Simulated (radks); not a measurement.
The ruthenium ion Ru2+, configuration [Ar] 3d10 4s1.5 4p6 4d6 4f0.5 (fractional occupations, a model configuration).

Method: scalar-relativistic Kohn-Sham, r2SCAN, spin-polarised, spherical densities, finite nucleus; open shells are filled with parallel spins first (spin-orbit coupling, left out, can overturn this in heavy ions); meta-GGA in the generalised Kohn-Sham scheme; Fermi nuclear charge, rms radius 4.4809 fm; computed with a radial shooting solver on a logarithmic mesh with Libxc functionals.

Energy parts (eV):
part                       energy
total                 -123234.613
kinetic                127438.875
electron-nucleus      -296203.053
Hartree                 49152.822
exchange-correlation    -3623.258

Orbitals (lengths in bohr, moments of r in powers of bohr; <r^-3> diverges for s and p1/2; r(max) is where P^2 peaks):
orbital  occ.  eigenvalue (eV)   <r^-3>   <1/r>   r(max)
1s up       1        -22010.60        -   45.87  0.02172
1s down     1        -22010.50        -   45.87  0.02172
2s up       1        -3201.094        -   10.38   0.1228
2s down     1        -3200.081        -   10.38   0.1228
2p up       3        -2867.026     3000   10.05  0.09827
2p down     3        -2866.248     3001   10.06  0.09826
3s up       1        -591.4346        -   3.608   0.3609
3s down     1        -591.0349        -   3.605   0.3611
3p up       3        -480.7315    517.1   3.429   0.3545
3p down     3        -480.2164    516.2   3.427   0.3547
3d up       5        -303.2065    69.33   3.194   0.3017
3d down     5        -302.2998    69.26   3.194   0.3020
4s up       1        -106.1766        -   1.342   0.9160
4s down   0.5        -101.3957        -   1.349   0.9110
4p up       3         -75.1358    79.02   1.206   0.9810
4p down     3         -70.2379    80.04   1.210   0.9767
4d up       5         -30.5257    6.694  0.9143    1.169
4d down     1         -25.8761    6.488  0.8967    1.172
4f up     0.5          -5.5404  0.01693  0.1926    5.531
5s up       0         -21.6926        -  0.4966    2.331
5s down     0         -19.3447        -  0.4695    2.437
5p up       0         -15.3595    9.217  0.4017    2.802
5p down     0         -13.6293    7.960  0.3838    2.897
5d up       0          -8.4720   0.5187  0.2542    4.390

The highest occupied level is 4f up at -5.540 eV. The configuration is held as typed, so some empty levels lie below it. The electron density at the nucleus is 1.123e+05 e/bohr^3 (large components only). The spin density at the nucleus is 86.56 e/bohr^3 (1s 0.73, 2s -1.52, 3s 1.98, 4s 85.37). The density falls to 0.001 e/bohr^3 at r = 3.47 bohr. Summed over all electrons, <r^2> = 49.64 bohr^2, which gives a Langevin (diamagnetic) susceptibility term of -39.3 x 10^-6 cm^3/mol. Spin moment in Bohr magnetons: 5.
